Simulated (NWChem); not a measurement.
System: C₄H₄ClF; SMILES C(/F)=C/C=C\Cl

```xyz
10

F     -0.2899    -2.9934     0.0000
C      0.7393    -2.1300     0.0000
C      0.5600    -0.7905     0.0000
C     -0.7324    -0.1410     0.0000
C     -0.9543     1.1960     0.0000
Cl     0.3078     2.3897     0.0000
H      1.7188    -2.6348     0.0000
H      1.4642    -0.1631     0.0000
H     -1.6273    -0.7838     0.0000
H     -1.9640     1.6306     0.0000
```
Atoms are numbered in this order, from 1.

Results from NWChem. Geometry: optimised at PBE-D3(BJ)/def2-SVP. B3LYP is NWChem's, with the RPA form of VWN correlation. Level: B3LYP/def2-SVP with SMD (1 M gas to 1 M solution), gas-phase geometry.

```tsv
solvent	dielectric constant	solvation free energy (kcal/mol)	cavity-dispersion-structure term (kcal/mol)	dipole in solution (D)
water	78.4	0.5	4.3	0.60
anisole	4.22	-3.3	-0.5	0.54
n-hexane	1.88	-3.3	-1.6	0.47
dimethyl sulfoxide	46.8	…	…	0.60
```

Task: What belongs in the gaps?

Result: 
- dimethyl sulfoxide, solvation free energy (kcal/mol): -2.2
- dimethyl sulfoxide, cavity-dispersion-structure term (kcal/mol): 1.5
